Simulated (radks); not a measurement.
Q: Species: Ni3+. Configuration: [Ne] 3s1.75 3p6 3d7 4s0.25 (fractional occupations, a model configuration). Method: scalar-relativistic Kohn-Sham, MS2 meta-GGA, spin-polarised, spherical densities, finite nucleus; open shells are filled with parallel spins first; meta-GGA in the generalised Kohn-Sham scheme; Fermi nuclear charge, rms radius 3.7757 fm; computed with a radial shooting solver on a logarithmic mesh with Libxc functionals. Some entries of the table are withheld. Estimate them.

orbital  occ.  eigenvalue (Ry)  <1/r> (bohr^-1)  <r^2> (bohr^2)
1s up       1        -608.0332            28.11        0.003929
1s down     1        -608.0172            28.11        0.003929
2s up       1        -75.96083            6.086         0.07045
2s down     1        -75.84805            6.095         0.07022
2p up       3        -65.54819            5.952         0.05694
2p down     3        -65.43877            5.959         0.05674
3s up       1        -11.63500              (1)          0.6135
3s down  0.75        -11.25978              (2)          0.6198
3p up       3         -8.57172              (3)          0.6835
3p down     3         -8.20569              (4)          0.6945
3d up       5         -3.74807            1.481          0.9604
3d down     2         -3.41000            1.452           1.025
4s up    0.25         -2.53628           0.6227           4.974
4s down     0         -2.40760           0.6104           5.138

A: 
(1) 3s up <1/r> (bohr^-1): 1.936
(2) 3s down <1/r> (bohr^-1): 1.924
(3) 3p up <1/r> (bohr^-1): 1.795
(4) 3p down <1/r> (bohr^-1): 1.781
